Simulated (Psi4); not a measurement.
A run for Psi4: SAPT0/jun-cc-pV(D+d)Z on C3H9F (a complex), monomers drawn apart or pushed together.

```
memory 2025 MB

molecule dimer {
0 1
F    -0.36194887    0.09118167    0.36872664
H    -0.49782354    0.35622851    1.24795816
--
0 1
C     1.01705469   -1.18924359    5.41289222
C     0.27716137   -0.14258315    6.24176469
C    -0.53546047    0.82497266    5.38522948
H     1.58978388   -1.86722007    6.04757447
H     0.32113304   -1.79358396    4.82583109
H     1.71476771   -0.72041432    4.71463001
H     0.99435816    0.42442043    6.84157256
H    -0.38933528   -0.64062391    6.95125329
H    -1.06025263    1.56783260    5.98776225
H     0.11440163    1.37957666    4.69896062
H    -1.29981131    0.29026451    4.81015371
units angstrom
symmetry c1
no_reorient
no_com
}

set {
  basis jun-cc-pV(D+d)Z
  scf_type df
  freeze_core true
}

energy('sapt0')
```

Output:

```
[...]
==> Input File <==

--------------------------------------------------------------------------
memory 2025 MB

molecule dimer {
0 1
F    -0.36194887    0.09118167    0.36872664
H    -0.49782354    0.35622851    1.24795816
--
0 1
C     1.01705469   -1.18924359    5.41289222
C     0.27716137   -0.14258315    6.24176469
C    -0.53546047    0.82497266    5.38522948
H     1.58978388   -1.86722007    6.04757447
H     0.32113304   -1.79358396    4.82583109
H     1.71476771   -0.72041432    4.71463001
H     0.99435816    0.42442043    6.84157256
H    -0.38933528   -0.64062391    6.95125329
H    -1.06025263    1.56783260    5.98776225
H     0.11440163    1.37957666    4.69896062
H    -1.29981131    0.29026451    4.81015371
units angstrom
symmetry c1
no_reorient
no_com
}

set {
  basis jun-cc-pV(D+d)Z
  scf_type df
  freeze_core true
}

energy('sapt0')
--------------------------------------------------------------------------


   => Loading Basis Set <=

    Name: JUN-CC-PV(D+D)Z
    Role: ORBITAL
    Keyword: BASIS
    atoms 1       entry F          line   290 file jun-cc-pv_dpd_z.gbs
    atoms 2, 6-13 entry H          line    60 file jun-cc-pv_dpd_z.gbs
    atoms 3-5     entry C          line   188 file jun-cc-pv_dpd_z.gbs

   => Loading Basis Set <=

    Name: JUN-CC-PV(D+D)Z
    Role: ORBITAL
    Keyword: BASIS
    atoms 1       entry F          line   290 file jun-cc-pv_dpd_z.gbs
    atoms 2, 6-13 entry H          line    60 file jun-cc-pv_dpd_z.gbs
    atoms 3-5     entry C          line   188 file jun-cc-pv_dpd_z.gbs


  //>>>>>>>>>>>>>>>>>>>>>>>>>>>>>>>>>>>//
  //              Dimer HF             //
  //<<<<<<<<<<<<<<<<<<<<<<<<<<<<<<<<<<<//

   => Libint2 <=

    Primary   basis highest AM E, G, H:  7, 6, 3
    Auxiliary basis highest AM E, G, H:  7, 7, 4
    Onebody   basis highest AM E, G, H:  -, -, -
    Solid Harmonics ordering:            Gaussian


   => Loading Basis Set <=

    Name: JUN-CC-PV(D+D)Z
    Role: ORBITAL
    Keyword: BASIS
    atoms 1       entry F          line   290 file jun-cc-pv_dpd_z.gbs
    atoms 2, 6-13 entry H          line    60 file jun-cc-pv_dpd_z.gbs
    atoms 3-5     entry C          line   188 file jun-cc-pv_dpd_z.gbs


         ---------------------------------------------------------
                                   SCF
               by Justin Turney, Rob Parrish, Andy Simmonett
                          and Daniel G. A. Smith
                              RHF Reference
                        1 Threads,   1931 MiB Core
         ---------------------------------------------------------

  ==> Geometry <==

    Molecular point group: c1
    Full point group: C1

    Geometry (in Angstrom), charge = 0, multiplicity = 1:

       Center              X                  Y                   Z               Mass
    ------------   -----------------  -----------------  -----------------  -----------------
         F           -0.361948870000     0.091181670000     0.368726640000    18.998403162730
         H           -0.497823540000     0.356228510000     1.247958160000     1.007825032230
         C            1.017054690000    -1.189243590000     5.412892220000    12.000000000000
         C            0.277161370000    -0.142583150000     6.241764690000    12.000000000000
         C           -0.535460470000     0.824972660000     5.385229480000    12.000000000000
         H            1.589783880000    -1.867220070000     6.047574470000     1.007825032230
         H            0.321133040000    -1.793583960000     4.825831090000     1.007825032230
         H            1.714767710000    -0.720414320000     4.714630010000     1.007825032230
         H            0.994358160000     0.424420430000     6.841572560000     1.007825032230
         H           -0.389335280000    -0.640623910000     6.951253290000     1.007825032230
         H           -1.060252630000     1.567832600000     5.987762250000     1.007825032230
         H            0.114401630000     1.379576660000     4.698960620000     1.007825032230
         H           -1.299811310000     0.290264510000     4.810153710000     1.007825032230

  Running in c1 symmetry.

  Rotational constants: A =      0.26645  B =      0.01170  C =      0.01129 [cm^-1]
  Rotational constants: A =   7988.00775  B =    350.65090  C =    338.51529 [MHz]
  Nuclear repulsion =  113.502187257074624

  Charge       = 0
  Multiplicity = 1
  Electrons    = 36
  Nalpha       = 18
  Nbeta        = 18

  ==> Algorithm <==

  SCF Algorithm Type is DF.
  DIIS enabled.
  MOM disabled.
  Fractional occupation disabled.
  Guess Type is SAD.
  Energy threshold   = 1.00e-08
  Density threshold  = 1.00e-08
  Integral threshold = 1.00e-12

  ==> Primary Basis <==

  Basis Set: JUN-CC-PV(D+D)Z
    Blend: JUN-CC-PV(D+D)Z
    Number of shells: 59
    Number of basis functions: 117
    Number of Cartesian functions: 121
    Spherical Harmonics?: true
    Max angular momentum: 2

   => Loading Basis Set <=

    Name: (JUN-CC-PV(D+D)Z AUX)
    Role: JK
[...]
    2.993915
     107A      3.053714   108A      3.821837   109A      5.740548
     110A      5.740581   111A      6.024174   112A      6.024533
     113A      6.668608   114A      7.076114   115A      7.089175
     116A      7.942078   117A     42.847929

    Final Occupation by Irrep:
              A
    DOCC [    13 ]
    NA   [    13 ]
    NB   [    13 ]

  @DF-RHF Final Energy:  -118.27303442657883

   => Energetics <=

    Nuclear Repulsion Energy =             82.5592441959754098
    One-Electron Energy =                -321.3647794156498207
    Two-Electron Energy =                 120.5325007930955934
    Total Energy =                       -118.2730344265788318

Computation Completed


Properties will be evaluated at   0.000000,   0.000000,   0.000000 [a0]

Properties computed using the SCF density matrix


 Multipole Moments:

 ------------------------------------------------------------------------------------
     Multipole            Electronic (a.u.)      Nuclear  (a.u.)        Total (a.u.)
 ------------------------------------------------------------------------------------

 L = 1.  Multiply by 2.5417464519 to convert [e a0] to [Debye]
 Dipole X            :        -12.3533733           12.3542333            0.0008600
 Dipole Y            :          8.3189525           -8.3164438            0.0025087
 Dipole Z            :       -277.9757183          278.0109449            0.0352266
 Magnitude           :                                                    0.0353263

 ------------------------------------------------------------------------------------

  Constructing Basis Sets for SAPT...

   => Loading Basis Set <=

    Name: (JUN-CC-PV(D+D)Z AUX)
    Role: RIFIT
    Keyword: DF_BASIS_SAPT
    atoms 1       entry F          line   232 file jun-cc-pvdz-ri.gbs
    atoms 2, 6-13 entry H          line    30 file jun-cc-pvdz-ri.gbs
    atoms 3-5     entry C          line   100 file jun-cc-pvdz-ri.gbs

   => Loading Basis Set <=

    Name: (JUN-CC-PV(D+D)Z AUX)
    Role: JKFIT
    Keyword: DF_BASIS_ELST
    atoms 1       entry F          line   314 file jun-cc-pvdz-jkfit.gbs
    atoms 2, 6-13 entry H          line    70 file jun-cc-pvdz-jkfit.gbs
    atoms 3-5     entry C          line   146 file jun-cc-pvdz-jkfit.gbs


  //>>>>>>>>>>>>>>>>>>>>>>>>>>>>>>>>>>>//
  //               SAPT0               //
  //<<<<<<<<<<<<<<<<<<<<<<<<<<<<<<<<<<<//



        SAPT0
    Ed Hohenstein
     6 June 2009

      Orbital Information
  --------------------------
    NSO        =       117
    NMO        =       117
    NRI        =       386
    NRI (Elst) =       523
    NOCC A     =         5
    NOCC B     =        13
    FOCC A     =         1
    FOCC B     =         3
    NVIR A     =       112
    NVIR B     =       104

    Elst10,r            =    -0.000211561051 [Eh]
    Exch10              =     0.000009568336 [Eh]
    Exch10 (S^2)        =     0.000009568223 [Eh]

    Maxiter = 50
    CPHF R converge = 1.000000E-08

    Iter     Energy [mEh]          dE [mEh]         Residual      Time [s]
       1      -0.00024907       0.000249074     9.438339e-05             0
       2      -0.00027344       0.000024361     4.513209e-05             0
       3      -0.00028725       0.000013809     9.237911e-06             0
       4      -0.00028525      -0.000001991     1.779418e-06             0
       5      -0.00028514      -0.000000110     2.708682e-07             0
       6      -0.00028520       0.000000061     4.736374e-08             0
       7      -0.00028520      -0.000000010     1.070016e-08             0
       8      -0.00028520       0.000000002     1.576035e-09             0

    CHF Iterations converged

    Maxiter = 50
    CPHF R converge = 1.000000E-08

    Iter     Energy [mEh]          dE [mEh]         Residual      Time [s]
       1      -0.06711801       0.067118010     1.508546e-03             0
       2      -0.07370770       0.006589688     5.826107e-04             0
       3      -0.07792401       0.004216315     1.252123e-04             0
       4      -0.07798380       0.000059788     3.431394e-05             0
       5      -0.07780501      -0.000178791     6.134592e-06             0
       6      -0.07781252       0.000007512     2.014007e-06             0
       7      -0.07781718       0.000004660     4.192493e-07             0
       8      -0.07781672      -0.000000462     7.493835e-08             0
       9      -0.07781663      -0.000000085     1.305627e-08             0
      10      -0.07781665       0.000000020     3.277037e-09             0

    CHF Iterations converged

    Ind20,r (A<-B)      =    -0.000000285197 [Eh]
    Ind20,r (B<-A)      =    -0.000077816654 [Eh]
    Ind20,r             =    -0.000078101851 [Eh]
    Exch-Ind20,r (A<-B) =     0.000000126061 [Eh]
    Exch-Ind20,r (B<-A) =     0.000002185625 [Eh]
    Exch-Ind20,r        =     0.000002311686 [Eh]
    Disp20              =    -0.000112331119 [Eh]
    Disp20 (SS)         =    -0.000056165559 [Eh]
    Disp20 (OS)         =    -0.000056165559 [Eh]
    Exch-Disp20         =     0.000000541232 [Eh]
    Exch-Disp20 (SS)    =     0.000000342680 [Eh]
    Exch-Disp20 (OS)    =     0.000000198552 [Eh]

    SAPT Results
  --------------------------------------------------------------------------------------------------------
    Electrostatics                 -0.21156105 [mEh]      -0.13275656 [kcal/mol]      -0.55545346 [kJ/mol]
      Elst10,r                     -0.21156105 [mEh]      -0.13275656 [kcal/mol]      -0.55545346 [kJ/mol]

    Exchange                        0.00956834 [mEh]       0.00600422 [kcal/mol]       0.02512166 [kJ/mol]
      Exch10                        0.00956834 [mEh]       0.00600422 [kcal/mol]       0.02512166 [kJ/mol]
      Exch10(S^2)                   0.00956822 [mEh]       0.00600415 [kcal/mol]       0.02512137 [kJ/mol]

    Induction                      -0.07773716 [mEh]      -0.04878081 [kcal/mol]      -0.20409889 [kJ/mol]
      Ind20,r                      -0.07810185 [mEh]      -0.04900965 [kcal/mol]      -0.20505638 [kJ/mol]
      Exch-Ind20,r                  0.00231169 [mEh]       0.00145060 [kcal/mol]       0.00606933 [kJ/mol]
      delta HF,r (2)               -0.00194700 [mEh]      -0.00122176 [kcal/mol]      -0.00511184 [kJ/mol]

    Dispersion                     -0.11178989 [mEh]      -0.07014921 [kcal/mol]      -0.29350431 [kJ/mol]
      Disp20                       -0.11233112 [mEh]      -0.07048884 [kcal/mol]      -0.29492531 [kJ/mol]
      Exch-Disp20                   0.00054123 [mEh]       0.00033963 [kcal/mol]       0.00142100 [kJ/mol]
      Disp20 (SS)                  -0.05616556 [mEh]      -0.03524442 [kcal/mol]      -0.14746266 [kJ/mol]
      Disp20 (OS)                  -0.05616556 [mEh]      -0.03524442 [kcal/mol]      -0.14746266 [kJ/mol]
      Exch-Disp20 (SS)              0.00034268 [mEh]       0.00021503 [kcal/mol]       0.00089971 [kJ/mol]
      Exch-Disp20 (OS)              0.00019855 [mEh]       0.00012459 [kcal/mol]       0.00052130 [kJ/mol]

  Total HF                         -0.27972988 [mEh]      -0.17553315 [kcal/mol]      -0.73443069 [kJ/mol]
  Total SAPT0                      -0.39151976 [mEh]      -0.24568236 [kcal/mol]      -1.02793500 [kJ/mol]

  Special recipe for scaled SAPT0 (see Manual):
    Electrostatics sSAPT0          -0.21156105 [mEh]      -0.13275656 [kcal/mol]      -0.55545346 [kJ/mol]
    Exchange sSAPT0                 0.00956834 [mEh]       0.00600422 [kcal/mol]       0.02512166 [kJ/mol]
    Induction sSAPT0               -0.07773716 [mEh]      -0.04878081 [kcal/mol]      -0.20409889 [kJ/mol]
    Dispersion sSAPT0              -0.11178989 [mEh]      -0.07014921 [kcal/mol]      -0.29350431 [kJ/mol]
  Total sSAPT0                     -0.39151976 [mEh]      -0.24568236 [kcal/mol]      -1.02793500 [kJ/mol]
  --------------------------------------------------------------------------------------------------------



*** Psi4 exiting successfully. Buy a developer a beer!
```

The run finished.

Cost: about 13 core-seconds (a rough figure).
